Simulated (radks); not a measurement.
The numbers below are computed, except where a source is named.
Ionisation of the tungsten ion W+, [Xe] 4f14 5d4 6s1, to [Xe] 4f14 5d4 as the strength of local exchange is varied. Code: a radial shooting solver on a logarithmic mesh with Libxc functionals. Model: Dirac Kohn-Sham, Slater X-alpha exchange (alpha = 2/3 is LDA exchange), no correlation, spin-unpolarised, spherical densities, finite nucleus; open shells fill j = l - 1/2 first; Fermi nuclear charge, rms radius 5.3658 fm.

alpha  E(W+) (hartree)  exchange (hartree)  IE (eV)  -e of the level emptied (eV)  <r> of it (bohr)
0.667      -16146.1732           -307.8126   14.827                11.308 (6s1/2)             2.998
0.669      -16147.0962           -308.7545   14.841                11.322 (6s1/2)             2.997
0.805      -16209.9936           -373.0722   15.822                12.271 (6s1/2)             2.918
0.897      -16252.6903           -416.8764   16.504                12.937 (6s1/2)             2.866
?          -16238.2899           -402.0897   16.273                12.710 (6s1/2)             2.884

Which alpha was used in the last row?

Answer. alpha = 0.866. NIST Atomic Spectra Database: 16.4 +/- 0.15 eV (semi-empirical). The Delta-SCF value meets it near alpha = 0.88. Spin polarisation and multiplet splitting are left out, so open shells lie too high by an amount that depends on their filling.

Beside tabulated values, note that spin-unpolarised runs miss the spin-polarisation part of the exchange energy of open shells.
